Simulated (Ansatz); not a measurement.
Ansatz results at the PBE0-D4/def2-TZVP geometry: HOMO energy (B3LYP/def2-TZVPP) -7.13 eV; size of the dipole moment (B3LYP/def2-TZVPP) 1.92 D; HOMO energy (PBE0/def2-TZVPP) -7.37 eV.

Each molecule was computed in one conformer, which needn't be the lowest.

Q: Which molecule gave them?
A. `C=[C](N)[GaH][CH3]`
B. `[CH3][Al]([NH2])[Cl]`
C. `C[C](C)([AlH2])S`
D. `[NH2][AlH][CH2]Cl`

A: D. The others give `C[C](C)([AlH2])S`: -6.52, 1.63, -6.76; `[CH3][Al]([NH2])[Cl]`: -7.36, 2.32, -7.61; `C=[C](N)[GaH][CH3]`: -5.77, 0.92, -5.97.

B3LYP here is the variant with VWN-RPA as its local correlation; programs differ in this.
